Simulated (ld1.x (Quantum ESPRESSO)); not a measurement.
What the settings do to the TM potential of Si (Z = 14)

Base potential:

ld1.x (Quantum ESPRESSO) 7.5 input, shortened:

```
&input
   title='Si', zed=14., rel=0, dft='PBESOL', iswitch=3,
   config='[Ne] 3s2 3p2'
 /
 &inputp
   pseudotype=2, tm=.true., lloc=-1, rcloc=1.25,
   nlcc=.true.
 /
2
3S  1  0   2.00   0.00  1.55  1.55  0.0
3P  2  1   2.00   0.00  2.15  2.15  0.0
 &test
   configts(1)='3s2 3p2'
 /
```

All-electron outer shells of the reference configuration (PBEsol, non-relativistic, ld1.x):

```csv
shell,level (eV),outermost node (bohr),outermost maximum (bohr)
2p,-95.46,–,0.39
3s,-10.72,0.72,1.80
3p,-4.07,0.72,2.17
```

Cutoffs, loose and tight: the cutoffs (Ry, on a coarse ladder) from which the occupation-weighted sum of valence levels, in a spherical-Bessel basis at the reference potential, stays within 10 and 1 mRy of its value at 400 Ry. They do not see the model core or the augmentation charge, which bear on the density cutoff. Test errors are all-electron minus pseudo excitation energies from the reference, over the configurations 3s2 3p1; 3s2 3p0; 3s1 3p0; 3s2 3p2.3; 3s0 3p4; 3s1 3p2; 3s1 3p3. A dash means not determined; rows that change the core or the reference have their own tests.

A true bound ghost makes a file unfit for plane-wave use even where its test errors are small: the radial tests pick states by their node count and pass the ghost by.

```tsv
change	outcome	cutoff, loose	cutoff, tight	bound ghosts	largest test error (meV)
base	generated	15 Ry	40 Ry	none	+184
all radii but the core radius scaled by about 0.78 (s 1.22, p 1.68 bohr); local potential all-electron potential smoothed inside 0.98 bohr (lloc = -1)	generated	45 Ry	100 Ry	s	+832
all radii but the core radius scaled by about 0.84 (s 1.30, p 1.82 bohr); local potential all-electron potential smoothed inside 1.06 bohr (lloc = -1)	generated	40 Ry	90 Ry	none	+261
all radii but the core radius scaled by about 0.92 (s 1.44, p 1.98 bohr); local potential all-electron potential smoothed inside 1.16 bohr (lloc = -1)	generated	15 Ry	60 Ry	none	+228
all radii but the core radius scaled by about 1.05 (s 1.62, p 2.26 bohr); local potential all-electron potential smoothed inside 1.32 bohr (lloc = -1)	generated	15 Ry	40 Ry	none	+85
all radii but the core radius scaled by about 1.24 (s 1.92, p 2.66 bohr); local potential all-electron potential smoothed inside 1.54 bohr (lloc = -1)	generated	12 Ry	35 Ry	none	+62
all radii but the core radius scaled by about 1.31 (s 2.04, p 2.82 bohr); local potential all-electron potential smoothed inside 1.64 bohr (lloc = -1)	generated	12 Ry	35 Ry	none	+57
```

Question: What comes out with this change to the base: all radii but the core radius scaled by about 1.12 (s 1.74, p 2.42 bohr); local potential all-electron potential smoothed inside 1.40 bohr (lloc = -1)?

Answer: outcome: generated; cutoff, loose: 15 Ry; cutoff, tight: 40 Ry; bound ghosts: none; largest test error (meV): +72.

Question: What comes out with this change to the base: all radii but the core radius scaled by about 1.36 (s 2.12, p 2.92 bohr); local potential all-electron potential smoothed inside 1.70 bohr (lloc = -1)?

Answer: outcome: generated; cutoff, loose: 12 Ry; cutoff, tight: 30 Ry; bound ghosts: none; largest test error (meV): +53.

Reading the sweep of the scale of all radii but the core radius (base = 1) (base included, trends over the rows without a ghost): The loose cutoff falls from 40 Ry at 0.84 to 12 Ry at 1.36. A larger radius leaves more room for a smooth pseudo-wave, so fewer plane waves are needed; a smaller one forces it to follow the all-electron wave where it bends sharply. The median size of the test errors (rows with all tests solved) is not monotonic: lowest 3.4 meV at 1.24, highest 9.3 meV at 0.84. Bound ghosts are found at 0.78.
